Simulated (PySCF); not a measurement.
**Relaxation of singlet SeCl₃⁻**

These are results of PBE0 in PySCF with Se def2-SVPD, Cl def2-SVPD; no relativity; density-fitted integrals, not measurements. A (50,194) grid was used.

A hand-made T-shaped start, of C2v symmetry, held to at least that symmetry:

```xyz
4
charge -1 multiplicity 1, angstrom
Se    0.0000    0.0000   -0.4352
Cl    0.0000    0.0000    1.7148
Cl    2.1487    0.0000   -0.3602
Cl   -2.1487    0.0000   -0.3602
```

Problem. What forces act on the atoms at the start (eV/Å)?

Solution. 
```json
{"atom": "Se1", "Fx": "0.00", "Fy": "0.00", "Fz": "-1.62"}
{"atom": "Cl2", "Fx": "0.00", "Fy": "0.00", "Fz": "1.84"}
{"atom": "Cl3", "Fx": "4.48", "Fy": "0.00", "Fz": "-0.11"}
{"atom": "Cl4", "Fx": "-4.48", "Fy": "0.00", "Fz": "-0.11"}
```

Problem. What does it relax to?

Solution. It ends at C2v with Se–Cl 2.216 Å, Se–Cl 2.453 Å (×2); Cl–Se–Cl 94.3° (×2), Cl–Se–Cl 171.3°. A frequency run shows a minimum.

Problem. How much energy is released, and in how many steps?

Solution. 116.3 kJ/mol in 9 steps.

The relaxation took about 80 core-seconds on a shared host.
